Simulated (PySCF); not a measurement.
# Worked example: chemical shift, span and skew from a shielding tensor

(methylsilylamino)silylmethane (C₂H₁₁NSi₂), SMILES C[SiH2]N[SiH2]C. Atoms are numbered in the order given.

```xyz
16

Si     0.1447     0.5018     1.5745
C     -0.0156    -1.1996     2.3525
N     -0.5947     0.6177     0.0000
Si     0.1447     0.5018    -1.5745
C     -0.0156    -1.1996    -2.3525
H      1.5913     0.8346     1.3992
H     -0.4897     1.5031     2.4912
H      0.4602    -1.2226     3.3461
H     -1.0734    -1.4802     2.4778
H      0.4661    -1.9641     1.7231
H     -1.6101     0.6778     0.0000
H     -0.4897     1.5031    -2.4912
H      1.5913     0.8346    -1.3992
H      0.4602    -1.2226    -3.3461
H      0.4661    -1.9641    -1.7231
H     -1.0734    -1.4802    -2.4778
```
Charge 0, spin multiplicity 1.

Coordinates come from a PBE0-D3(BJ)/def2-SVP optimisation. One conformer was computed; it need not be the lowest.

GIAO shieldings from KT2/pcSseg-1 in PySCF, non-relativistic, no solvent. The symmetric part of the tensor of Si1 has the principal values 325.6, 386.9, 438.4 ppm. The same nucleus in TMS has σ = 361.9 ppm at this level (PySCF, at its B3LYP-D3(BJ)/def2-TZVP geometry).

**Question.** Work out the isotropic shielding, the ²⁹Si shift against TMS, the span and the skew.

**Answer.** 
σ(iso) = (σ11 + σ22 + σ33)/3 = 383.6 ppm. δ = σ(ref) − σ(iso) = 361.9 − (383.6) = -21.7 ppm.
Span Ω = σ33 − σ11 = 112.8 ppm. Skew κ = 3(σ(iso) − σ22)/Ω = -0.09. Tumbling in solution averages the tensor to δ; in a static solid the shielding alone would spread this spin-1/2 line over Ω.
